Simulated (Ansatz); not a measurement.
Cost and result for the atomization energy of `CB(Cl)[SeH]` (8 atoms, 7 bonds).

Total charge 0; spin multiplicity 1. Correlated methods include outer-core shells of Se, which these sets cover unevenly. Scalar relativity is left out up to krypton. The structure was optimised at the PBE0-D4/def2-TZVP level. It is one conformer, not always the lowest. Program: Ansatz. All runs use 4 threads of an Arm Neoverse V1 on a shared host. Times are those of one run each, without the atoms' runs, and a repeat can differ threefold. Electronic energies, without spin–orbit coupling; frozen cores. CCSD(T)/CBS adds CCSD(T) − MP2 in def2-TZVPP to the MP2 limit, and its time is that of the two runs behind it. T1 = 0.011. With those shells the extrapolation isn't a true limit. B3LYP takes the VWN-RPA correlation (the form of Gaussian; ORCA's B3LYP/G).

CCSD(T)/CBS is a level of theory with its own doubt, some kJ/mol a heavy atom from the limit and from the frozen cores, so smaller differences don't rank the functionals.

```tsv
level	functions	wall time	atomization (kJ/mol)	difference from CCSD(T)/CBS	per bond
LDA (SPW92)/def2-TZVPP	208	1 s	3232.6	407.7	58.2
revPBE-D4/def2-TZVPP	208	1.8 s	2822.2	-2.7	-0.4
PBE0-D4/def2-TZVPP	208	2.5 s	2852.0	27.1	3.9
CCSD(T)/def2-SVP	98	3.7 s	2691.3	-133.6	-19.1
B3LYP-D4/def2-TZVPP (with forces)	208	3.8 s	2821.8	-3.1	-0.4
B2PLYP/def2-TZVPP	208	4.1 s	2794.3	-30.6	-4.4
r2SCAN-D4/def2-TZVPP (with forces)	208	4.4 s	2857.9	33.0	4.7
r2SCANh-D4/def2-TZVPP	208	4.5 s	2843.1	18.2	2.6
B97M-V/def2-TZVPP	208	7.5 s	2854.6	29.7	4.2
ωB97M-V/def2-TZVPP (with forces)	208	9.5 s	2832.4	7.5	1.1
MP2/def2-QZVPP	393	16 s	2848.0	23.1	3.3
CCSD(T)/def2-TZVPP	208	83 s	2757.2	-67.7	-9.7
CCSD(T)/CBS(def2)	–	99 s	2824.9	0.0	0.0
```

At CCSD(T), def2-SVP lies −133.6 kJ/mol from the extrapolated value and def2-TZVPP −67.7 kJ/mol: correlation converges slowly with the basis, and small sets miss more of it in the bonded molecule than in its fragments. The D4 term adds +30.4 kJ/mol with B3LYP and +15.7 kJ/mol with PBE0; it sums over pairs of atoms, weighted by their polarisabilities, and B3LYP, whose exchange is more repulsive, gets the larger term. From r2SCAN to r2SCAN0 (25 % exact exchange), in def2-TZVPP and without D4, the atomization energy moves by −36.7 kJ/mol: exact exchange takes away binding that semilocal exchange gives to molecules.
